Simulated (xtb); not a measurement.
BHI₂, SMILES B(I)I. All values are semi-empirical tight-binding results from xtb (GFN2-xTB unless named), good for trends rather than for accurate numbers. Coordinates come from a GFN2-xTB optimisation.

Optimised geometry:

```xyz
4

B      0.0000     0.0000    -0.9434
H      0.0000     0.0000    -2.1115
I      0.0000     1.8299     0.0644
I      0.0000    -1.8299     0.0644
```
Charge 0, spin multiplicity 1.

Computed properties:
- point group as xtb finds it: C2v
- orbital gap: 3.47 eV
- zero-point energy: 8.3 kcal/mol
- G − E(el) at 298.15 K (modified RRHO): -10.5 kcal/mol
- static polarisability (D4 model): 77.8 bohr³
- solvation energy, GFN2-xTB/ALPB(water): -2.8 kcal/mol
- solvation energy, GFN2-xTB/ALPB(thf): -6.7 kcal/mol

Q: Give the atomic charges and the Wiberg bond orders between heavy atoms. (Estimate from the structure and the level; the computed values follow.)

A: charges (e) B1 0.34, H2 -0.09, I3 -0.12, I4 -0.12. Bond orders B1–I3 1.19, B1–I4 1.19.
